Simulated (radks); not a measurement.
Problem. These are the eigenvalues of the occupied orbitals of an atom or ion with whole-number occupations (eV). Calculated with a radial shooting solver on a logarithmic mesh with Libxc functionals: Dirac Kohn-Sham, PBEsol, spin-unpolarised, spherical densities, point nucleus.

| orbital | eigenvalue |
|---|---|
| 1s1/2 | -71634.61 |
| 2s1/2 | -12492.31 |
| 2p1/2 | -11957.30 |
| 2p3/2 | -10518.24 |
| 3s1/2 | -2965.911 |
| 3p1/2 | -2727.317 |
| 3p3/2 | -2414.776 |
| 3d3/2 | -2014.373 |
| 3d5/2 | -1946.503 |
| 4s1/2 | -694.7744 |
| 4p1/2 | -595.2885 |
| 4p3/2 | -522.2751 |
| 4d3/2 | -359.0113 |
| 4d5/2 | -345.5141 |
| 5s1/2 | -178.6815 |
| 5p1/2 | -147.3363 |
| 4f5/2 | -139.6150 |
| 4f7/2 | -137.0703 |
| 5p3/2 | -134.9503 |

Which element is it, and in what charge state? The configuration may be excited. Open shells, if any, fill j = l - 1/2 first.

Solution. Z = 75, rhenium, charge +7: Re7+ in [Xe] 4f14. The list shows which subshells hold electrons but not how many an open one holds; the 1s level, -2632.5 hartree, gives Z - s = 72.6 by -(Z - s)^2/2, which with screening and relativity narrows Z to a few neighbours, and the depths of the outer levels then fix element, charge and occupations together.
